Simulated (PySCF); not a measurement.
PySCF input file for C₂H₆GeN₂, SMILES [Ge@@H]1([NH2])[CH2]N=[CH]1, TDA-LC-ωPBE/def2-SVPD. Geometry optimised at PBE0-D3(BJ)/def2-SVP. The structure was generated by enumeration; whether it is a known compound was not checked. Other conformers were not sampled.

```python
import numpy as np
from pyscf import gto, scf, dft, tdscf

mol = gto.M(
    atom='''
    N     1.89262047    0.03560585    0.79422334
    Ge    0.41016949   -0.21167432   -0.23728825
    C    -1.30205474   -0.71525551    0.61019523
    N    -1.97378352    0.29540779    0.20295569
    C    -1.03298015    1.15939955   -0.52114141
    H     2.78053244    0.14156724    0.31474532
    H     1.82731703    0.68911065    1.56761243
    H     0.89818925   -1.02253206   -1.45755385
    H    -1.77014887   -1.51612718    1.20225665
    H    -0.90591190    2.12378062   -0.00259235
    H    -1.37705075    1.37581940   -1.54582016
    ''',
    basis='def2-SVPD',
    charge=0,
    spin=0,
    max_memory=1600,
    verbose=4,
)
mf = dft.RKS(mol, xc='lc_wpbe').density_fit(auxbasis='def2-universal-jkfit')
mf.grids.level = 3
mf.conv_tol = 1e-9
mf.max_cycle = 100
mf.kernel()
mf.grids = dft.Grids(mol).set(level=1).build(with_non0tab=True)  # coarser grid for the response kernel
td = tdscf.TDA(mf)
td.singlet = True
td.nstates = 10
td.conv_tol = 1e-4
td.positive_eig_threshold = 1e-6
td.kernel(x0=td.get_init_guess(mf, 15))
td.analyze()
tt = tdscf.TDA(mf)
tt.singlet = False
tt.nstates = 4
tt.conv_tol = 1e-4
tt.positive_eig_threshold = 1e-6
tt.kernel(x0=tt.get_init_guess(mf, 9))
tt.analyze(verbose=3)
```

Output:

```
PySCF version 2.14.0

[INPUT] verbose = 4
[INPUT] num. atoms = 11
[INPUT] num. electrons = 64
[INPUT] charge = 0
[INPUT] spin (= nelec alpha-beta = 2S) = 0
[INPUT] symmetry False subgroup None
[INPUT] Mole.unit = angstrom
[INPUT] Symbol           X                Y                Z      unit          X                Y                Z       unit  Magmom
[INPUT]  1 N      1.892620470000   0.035605850000   0.794223340000 AA    3.576534346046   0.067285304932   1.500864594337 Bohr   0.0
[INPUT]  2 Ge     0.410169490000  -0.211674320000  -0.237288250000 AA    0.775108000753  -0.400006492404  -0.448409805077 Bohr   0.0
[INPUT]  3 C     -1.302054740000  -0.715255510000   0.610195230000 AA   -2.460526857792  -1.351637022986   1.153101867216 Bohr   0.0
[INPUT]  4 N     -1.973783520000   0.295407790000   0.202955690000 AA   -3.729910281980   0.558239818163   0.383530669522 Bohr   0.0
[INPUT]  5 C     -1.032980150000   1.159399550000  -0.521141410000 AA   -1.952049575612   2.190947618444  -0.984814537070 Bohr   0.0
[INPUT]  6 H      2.780532440000   0.141567240000   0.314745320000 AA    5.254444792069   0.267523311811   0.594782453789 Bohr   0.0
[INPUT]  7 H      1.827317030000   0.689110650000   1.567612430000 AA    3.453128729454   1.302230398021   2.962358162164 Bohr   0.0
[INPUT]  8 H      0.898189250000  -1.022532060000  -1.457553850000 AA    1.697331690528  -1.932305546987  -2.754377588305 Bohr   0.0
[INPUT]  9 H     -1.770148870000  -1.516127180000   1.202256650000 AA   -3.345096564008  -2.865065140209   2.271935799937 Bohr   0.0
[INPUT] 10 H     -0.905911900000   2.123780620000  -0.002592350000 AA   -1.711925383984   4.013363720459  -0.004898831519 Bohr   0.0
[INPUT] 11 H     -1.377050750000   1.375819400000  -1.545820160000 AA   -2.602248777127   2.599921862863  -2.921176740231 Bohr   0.0

nuclear repulsion = 357.977848992071
number of shells = 70
number of NR pGTOs = 260
number of NR cGTOs = 166
basis = def2-SVPD
ecp = {}


******** <class 'pyscf.df.df_jk.DFRKS'> ********
method = DFRKS
initial guess = minao
damping factor = 0
level_shift factor = 0
DIIS = <class 'pyscf.scf.diis.CDIIS'>
diis_start_cycle = 1
diis_space = 8
diis_damp = 0
SCF conv_tol = 1e-09
SCF conv_tol_grad = None
SCF max_cycles = 100
direct_scf = False
XC library pyscf.dft.libxc version 7.1.2
    S. Lehtola, C. Steigemann, M. J. T. Oliveira, and M. A. L. Marques,  SoftwareX 7, 1–5 (2018)
XC functionals = lc_wpbe
    O. A. Vydrov and G. E. Scuseria,  J. Chem. Phys. 125, 234109 (2006)
radial grids:
    Treutler-Ahlrichs [JCP 102, 346 (1995); DOI:10.1063/1.469408] (M4) radial grids

becke partition: Becke, JCP 88, 2547 (1988); DOI:10.1063/1.454033
pruning grids: <function nwchem_prune>
grids dens level: 3
symmetrized grids: False
atomic radii adjust function: <function treutler_atomic_radii_adjust>
small_rho_cutoff = 0
Set gradient conv threshold to 3.16228e-05
Initial guess from minao.
tot grids = 135528
Create RSH-DF object <pyscf.df.df.DF object> for omega=0.4
******** <class 'pyscf.df.df.DF'> ********
auxbasis = auxmol.basis = def2-universal-jkfit
init E= -2265.39269418029
  HOMO = -0.264353340579611  LUMO = -0.0591634702544566  gap/eV = 5.58350
cycle= 1 E= -2265.43919577035  delta_E= -0.0465  |g|= 0.575  |ddm|= 4.38
  HOMO = -0.31058175437432  LUMO = 0.0535534552193462  gap/eV = 9.90862
cycle= 2 E= -2265.4538724185  delta_E= -0.0147  |g|= 0.573  |ddm|= 1.56
  HOMO = -0.349861375600583  LUMO = 0.0512234816064607  gap/eV = 10.91407
cycle= 3 E= -2265.50240176101  delta_E= -0.0485  |g|= 0.0518  |ddm|= 0.669
  HOMO = -0.344669234845619  LUMO = 0.0553248053634969  gap/eV = 10.88439
cycle= 4 E= -2265.50310147455  delta_E= -0.0007  |g|= 0.0365  |ddm|= 0.144
  HOMO = -0.348987838117876  LUMO = 0.0550717500168423  gap/eV = 10.99502
cycle= 5 E= -2265.5033841651  delta_E= -0.000283  |g|= 0.00714  |ddm|= 0.0682
  HOMO = -0.348483223580395  LUMO = 0.0552092321041355  gap/eV = 10.98503
cycle= 6 E= -2265.50340550669  delta_E= -2.13e-05  |g|= 0.00195  |ddm|= 0.0266
  HOMO = -0.348662693918382  LUMO = 0.0551778738585753  gap/eV = 10.98906
cycle= 7 E= -2265.50340736514  delta_E= -1.86e-06  |g|= 0.0011  |ddm|= 0.00833
  HOMO = -0.348716067504994  LUMO = 0.055173056703552  gap/eV = 10.99038
cycle= 8 E= -2265.50340783716  delta_E= -4.72e-07  |g|= 0.000309  |ddm|= 0.00299
  HOMO = -0.348757688911909  LUMO = 0.0551668752939611  gap/eV = 10.99135
cycle= 9 E= -2265.50340790717  delta_E= -7e-08  |g|= 7.43e-05  |ddm|= 0.00152
  HOMO = -0.348761441614906  LUMO = 0.0551655793261747  gap/eV = 10.99141
cycle= 10 E= -2265.50340791394  delta_E= -6.77e-09  |g|= 3.14e-05  |ddm|= 0.000354
  HOMO = -0.348759500249871  LUMO = 0.0551674109867588  gap/eV = 10.99141
cycle= 11 E= -2265.50340791538  delta_E= -1.44e-09  |g|= 1.44e-05  |ddm|= 0.000152
  HOMO = -0.348760828122819  LUMO = 0.0551659628950794  gap/eV = 10.99141
cycle= 12 E= -2265.50340791561  delta_E= -2.31e-10  |g|= 7.59e-06  |ddm|= 6.34e-05
  HOMO = -0.348760134941507  LUMO = 0.0551667304567256  gap/eV = 10.99141
Extra cycle  E= -2265.50340791564  delta_E= -3e-11  |g|= 6.4e-06  |ddm|= 1.93e-05
converged SCF energy = -2265.50340791564
tot grids = 42848
Overwritten attributes  positive_eig_threshold  of <class 'pyscf.tdscf.rks.TDA'>


******** <class 'pyscf.tdscf.rks.TDA'> for <class 'pyscf.df.df_jk.DFRKS'> ********
nstates = 10 singlet
deg_eia_thresh = 1.000e-03
wfnsym = None
conv_tol = 0.0001
eigh lindep = 1e-12
eigh level_shift = 0
eigh max_cycle = 100


Excitation energies (eV)
[4.51260742 5.84689168 6.89333934 7.08167074 7.49479203 7.61134021
 7.74159817 7.88055952 8.17807972 8.26390962]

** Singlet excitation energies and oscillator strengths **
Excited State   1:      4.51261 eV    274.75 nm  f=0.0007
      31 -> 33        0.16378
      31 -> 34       -0.10553
      32 -> 33       -0.56054
      32 -> 34        0.33871
Excited State   2:      5.84689 eV    212.05 nm  f=0.0044
      29 -> 33       -0.18443
      29 -> 34        0.15397
      31 -> 33        0.57970
      31 -> 34       -0.20983
      32 -> 33        0.19909
Excited State   3:      6.89334 eV    179.86 nm  f=0.0181
      29 -> 33        0.17937
      30 -> 33        0.10101
      31 -> 33        0.11378
      31 -> 34        0.26977
      31 -> 36       -0.11783
      31 -> 37        0.11396
      32 -> 33        0.16771
      32 -> 34        0.25065
      32 -> 35        0.44188
Excited State   4:      7.08167 eV    175.08 nm  f=0.0161
      29 -> 33       -0.28227
      31 -> 33       -0.19158
      31 -> 34       -0.30592
      31 -> 36        0.17701
      32 -> 35        0.42027
Excited State   5:      7.49479 eV    165.43 nm  f=0.0284
      30 -> 33       -0.11679
      31 -> 34        0.10863
      32 -> 33       -0.17493
      32 -> 34       -0.38304
      32 -> 35        0.15050
      32 -> 36       -0.44021
      32 -> 37       -0.11244
      32 -> 39       -0.10371
Excited State   6:      7.61134 eV    162.89 nm  f=0.0445
      30 -> 33       -0.34420
      30 -> 34        0.17185
      31 -> 35        0.32489
      31 -> 37       -0.16336
      32 -> 34        0.17442
      32 -> 37       -0.28693
      32 -> 44        0.10688
Excited State   7:      7.74160 eV    160.15 nm  f=0.0175
      30 -> 33       -0.10706
      31 -> 33        0.14674
      31 -> 34        0.15086
      32 -> 33       -0.20105
      32 -> 34       -0.25555
      32 -> 35        0.16843
      32 -> 36        0.44287
      32 -> 39        0.13233
      32 -> 42        0.17624
Excited State   8:      7.88056 eV    157.33 nm  f=0.0366
      30 -> 33       -0.32587
      30 -> 34        0.13407
      31 -> 35       -0.51586
      32 -> 34        0.10916
      32 -> 38        0.12508
Excited State   9:      8.17808 eV    151.61 nm  f=0.0246
      30 -> 33       -0.17266
      31 -> 34       -0.16262
      31 -> 35        0.10234
      31 -> 36       -0.47931
      31 -> 37        0.10124
      31 -> 38       -0.13575
      31 -> 39       -0.17846
      32 -> 37        0.22995
Excited State  10:      8.26391 eV    150.03 nm  f=0.1142
      29 -> 33       -0.17848
      31 -> 34        0.25148
      31 -> 35        0.10281
      31 -> 36        0.17119
      31 -> 37       -0.26996
      32 -> 36       -0.11144
      32 -> 37        0.41023
      32 -> 40        0.13560

** Transition electric dipole moments (AU) **
state          X           Y           Z        Dip. S.      Osc.
  1         0.0142     -0.0045     -0.0790      0.0065      0.0007
  2         0.0562     -0.1550      0.0574      0.0305      0.0044
  3         0.1701     -0.1733      0.2190      0.1069      0.0181
  4        -0.0747      0.2271     -0.1896      0.0931      0.0161
  5         0.1860     -0.3344     -0.0921      0.1549      0.0284
  6         0.3782     -0.1805      0.2516      0.2389      0.0445
  7        -0.0029     -0.3005     -0.0422      0.0921      0.0175
  8        -0.3810     -0.1748      0.1169      0.1894      0.0366
  9         0.3220     -0.1375     -0.0176      0.1229      0.0246
 10         0.6974     -0.1205     -0.2511      0.5640      0.1142

** Transition velocity dipole moments (imaginary part, AU) **
state          X           Y           Z        Dip. S.      Osc.
  1        -0.0072     -0.0099     -0.0153      0.0004      0.0015
  2         0.0246     -0.0177      0.0434      0.0028      0.0087
  3         0.0496     -0.0838      0.0391      0.0110      0.0289
  4        -0.0105      0.0798     -0.0415      0.0082      0.0210
  5         0.0343     -0.0554     -0.0286      0.0051      0.0122
  6         0.0276      0.0361      0.0198      0.0025      0.0059
  7        -0.0374     -0.0317     -0.0034      0.0024      0.0057
  8        -0.1358      0.0171      0.0063      0.0188      0.0432
  9         0.0312     -0.0011     -0.0198      0.0014      0.0030
 10         0.1484     -0.0171     -0.0724      0.0276      0.0605

** Transition magnetic dipole moments (imaginary part, AU) **
state          X           Y           Z
  1         0.0784     -0.9126      0.3897
  2        -0.0319     -0.0412      0.4487
  3         0.2620      0.8540      1.7337
  4         0.9869      0.1549      0.4587
  5        -0.2282      0.0729     -0.1370
  6        -0.2307     -0.3918     -1.0267
  7        -0.0467      0.5885     -0.3187
  8        -0.1160     -0.6131     -0.1619
  9        -0.0367     -0.0873     -0.0807
 10        -0.1593     -0.7057     -0.6207


******** <class 'pyscf.tdscf.rks.TDA'> for <class 'pyscf.df.df_jk.DFRKS'> ********
nstates = 4 triplet
deg_eia_thresh = 1.000e-03
wfnsym = None
conv_tol = 0.0001
eigh lindep = 1e-12
eigh level_shift = 0
eigh max_cycle = 100


Excitation energies (eV)
[3.54960109 4.58705511 5.42648625 6.3453583 ]

** Triplet excitation energies and oscillator strengths **
Excited State   1:      3.54960 eV    349.29 nm  f=0.0000
Excited State   2:      4.58706 eV    270.29 nm  f=0.0000
Excited State   3:      5.42649 eV    228.48 nm  f=0.0000
Excited State   4:      6.34536 eV    195.39 nm  f=0.0000
```

The calculation finished and met its thresholds.
